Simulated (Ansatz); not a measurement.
A set of 12 reactions (ligand exchange), with CCSD(T)/CBS values in kJ/mol:

```csv
reaction,ΔE
`[BH2][GeH2][O][SiH2]F` + `OCF` → `FCO[SiH2]F` + `[BH2][GeH2][OH]`,25.0
`N[SiH]([SiH3])BF` + `OCS` → `FBOCS` + `N[SiH2][SiH3]`,-182.2
`C[O][Zn][CH3]` + `O[SiH3]` → `C[O][Zn][O][SiH3]` + CH₄,-71.5
`C[AsH][AlH2]` + `N[SiH3]` → `C[AsH]N[SiH3]` + `[AlH3]`,72.2
`O[SiH2][SnH2][Cl]` + H₂Se → `O[SiH2][SeH]` + `[Cl][SnH3]`,-39.6
`C[O][Ge]([CH3])([OH])[Cl]` + HCl → `C[O][Ge]([OH])([Cl])[Cl]` + CH₄,-63.8
`ClB1C[SiH2]1` + HBr → `BrB1C[SiH2]1` + HCl,2.0
`C/[C]([AlH2])=C\F` + `C[Si](O)(F)F` → `C[Si](F)(F)[O][AlH2]` + `C/C=C\F`,-151.0
`[SiH3][In]([Cl])[Cl]` + HBr → `[Cl][In]([Cl])[Br]` + SiH₄,-76.8
`CS[SiH](N)Cl` + `N[SiH2]S` → `N[SiH2]S[SiH](N)Cl` + CH₃SH,-13.3
`S[SiH]1CO1` + H–F → `F[SiH]1CO1` + H₂S,-74.8
`N[SiH](F)Br` + `O=CO` → `O=CO[SiH](F)Br` + NH₃,-20.5
```

Computed with Ansatz on PBE0-D4/def2-TZVP structures; ΔE is electronic, products minus reactants. CCSD(T)/CBS adds triple-zeta CCSD(T) − MP2 to the extrapolated MP2 energy (def2 sets, frozen cores). This one scheme is used for every species. Double bonds are as drawn, so ΔE can hold a change between cis and trans. DFT in def2-TZVPP. B3LYP here is the variant with VWN-RPA as its local correlation; programs differ in this. def2 core potentials past Kr. For As, Br, Ge, In, Se, Sn, Zn outer-core shells are correlated without core-valence functions, which leaves a few kJ/mol of doubt a bond. Scalar relativity is left out up to krypton. One conformer a species, not always the lowest.

(1) Give the mean, mean absolute and largest difference (level minus CCSD(T)/CBS, kJ/mol) for: PBE-D4, PBE0-D4, B3LYP-D4, ωB97X-V, ωB97M-V, B2PLYP, PBE0, B3LYP, MP2/def2-TZVPP, CCSD/def2-TZVPP, CCSD(T)/def2-TZVPP, MP2/def2-QZVPP, SCS-MP2/def2-QZVPP, HF/CBS(def2). (An estimate is asked.)

The largest T1 diagnostic in the set is 0.016, for `O=CO` (customary mark 0.02).

CCSD(T)/CBS is a level of theory with its own doubt, and the functionals carry their triple-zeta basis error, so these figures describe this set and don't rank the functionals.

Answers

(1) Ansatz gave: 
```tsv
level	mean	mean absolute	largest
PBE-D4	7.4	9.1	16.4
PBE0-D4	4.9	6.3	10.7
B3LYP-D4	-0.4	3.9	-8.2
ωB97X-V	-0.5	3.2	-6.2
ωB97M-V	-0.1	4.2	8.3
B2PLYP	-1.5	3.7	-9.6
PBE0	5.3	6.5	12.0
B3LYP	0.5	5.4	-12.8
MP2/def2-TZVPP	-2.0	2.9	-9.6
CCSD/def2-TZVPP	-2.1	2.7	-8.3
CCSD(T)/def2-TZVPP	-1.3	1.9	-4.4
MP2/def2-QZVPP	-1.5	2.3	-7.3
SCS-MP2/def2-QZVPP	-3.7	3.8	-7.6
HF/CBS(def2)	-11.3	14.9	-28.2
```
